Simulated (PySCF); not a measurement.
## Correlation energy of Sn (tin, neutral)

[Kr] 4d10 5s2 5p1 5d1, one real determinant (an excited configuration). Computed with PySCF 2.14 in x2c-TZVPPall with one added diffuse shell each of s, p, d, f type (9s7p5d3f, 76 functions), with scalar relativity by spin-free X2C-1e. Frozen: [Kr] 4d10; 4 electrons correlated.

| level | correlation energy (mhartree) |
| --- | --- |
| CCSD | -59.25 |
| (T) | -4.86 |
| CCSD(T) | -64.11 |

Diagnostics: T1 = 0.046, D1 = 0.1268, largest double amplitude 0.290.

The real determinant used has ⟨L²⟩ near 8 against 12 for a pure F term, so it mixes terms. The outer electron is Rydberg-like, and this basis confines it to a smaller radius and binds it less than a complete one would. T1 exceeds 0.03, a sign that the reference determinant is poor. A double-excitation amplitude exceeds 0.15, a sign of near-degeneracy.

Cost of the coupled-cluster step: of the order of 2.8 core-seconds, for 4 correlated electrons.

The reference is one real determinant that mixes LS terms of this configuration.
